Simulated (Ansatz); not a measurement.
Basis sets compared for (H2Ga-mu-PSiH3)2 (Ga2Si4P2H16). Charge 0, multiplicity 1. Geometry r2SCAN-D4/def2-SVP. Ansatz on 4 threads of Arm Neoverse V2 on a shared host; times are rough, and most runs start from earlier orbitals.

Cartesian coordinates in Å:
```
Ga -1.534 -0.831 -0.454
H -2.097 -0.557 -1.887
H -2.194 -1.764 0.613
P -0.880 1.282 0.585
Si -1.518 3.100 -0.568
Si -1.605 1.527 2.697
Ga 1.513 0.820 0.444
H 2.172 1.750 -0.626
H 2.080 0.551 1.877
P 0.861 -1.294 -0.591
Si 1.616 -1.523 -2.694
Si 1.518 -3.099 0.572
H -1.043 2.920 -1.969
H -0.907 4.325 0.027
H -3.006 3.227 -0.544
H -0.992 2.744 3.307
H -3.092 1.655 2.720
H -1.184 0.311 3.448
H 1.018 -2.737 -3.324
H 1.203 -0.302 -3.442
H 3.104 -1.645 -2.694
H 3.008 -3.139 0.653
H 0.935 -2.977 1.938
H 1.023 -4.344 -0.087
```

Binding counts from free atoms (Ga doublet, H doublet, P quartet, Si triplet) in the same basis, without a counterpoise term.

| level | functions | energy (Eh) | HOMO (eV) | LUMO (eV) | binding per atom (eV) | wall time |
| --- | --- | --- | --- | --- | --- | --- |
| PBE-D4/def2-SVP | 252 | -5697.4889 | -6.10 | -1.27 | 2.84 | 5.5 s |
| PBE0-D4/def2-SVP | 252 | -5697.7718 | -7.16 | -0.53 | 2.84 | 9.5 s |

Question: Estimate the rows for PBE-D4/def2-TZVP, PBE0-D4/def2-TZVP.

Answer: 
```tsv
level	functions	energy (Eh)	HOMO (eV)	LUMO (eV)	binding per atom (eV)	wall time
PBE-D4/def2-TZVP	414	-5698.6300	-6.14	-1.51	2.84	9.5 s
PBE0-D4/def2-TZVP	414	-5698.9014	-7.17	-0.71	2.85	27 s
```
